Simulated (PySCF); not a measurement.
PySCF was given this input:
```python
from pyscf import gto, scf, dft

mol = gto.M(
    atom='''
C     1.176497   -0.412106    0.001945
C    -0.001587    0.549400   -0.003306
O    -1.195083   -0.206436    0.001787
H    -1.949671    0.390496   -0.001462
H     0.042327    1.198615    0.883798
H     0.041515    1.187890   -0.898201
H     2.111048    0.141815   -0.001815
H     1.133391   -1.040240    0.887262
H     1.132588   -1.050851   -0.875708
''',
    basis='sto-3g',
    charge=0,
    spin=0,
    verbose=4,
)

mf = dft.RKS(mol)
mf.xc = 'tpss'
mf = mf.density_fit(auxbasis='def2-universal-jkfit')
mf.kernel()
```

Q: What does this run give for the Mulliken (on the basis functions themselves) charges in atom order, total energy, HOMO-LUMO gap, HOMO energy?

A: 
Mulliken (on the basis functions themselves) charges in atom order: C1 -0.21, C2 -0.03, O3 -0.28, H4 0.19, H5 0.05, H6 0.05, H7 0.07, H8 0.08, H9 0.08
total energy: -153.0662 Eh
HOMO-LUMO gap: 9.90 eV
HOMO energy: -2.09 eV
